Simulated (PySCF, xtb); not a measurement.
Ge(OH)2(SH)2 (GeH4O2S2), SMILES [SH][Ge]([SH])([OH])[OH].

GFN2-xTB (xtb 6.7.1) at its own geometry gives an orbital gap of 3.62 eV and a dipole moment of 1.77 D.

Geometry optimised at PBE0-D3(BJ)/def2-SVP. The structure was generated by enumeration, and PubChem lists no compound with its InChIKey, so it may never have been made. Other conformers were not sampled.

### Question
What does CAM-B3LYP/def2-TZVP (PySCF) give? (An estimate is asked for; the answer gives what the named calculation found.)

### Answer
gap 9.38 eV (levels -8.99 and 0.39 eV), dipole 1.20 D.
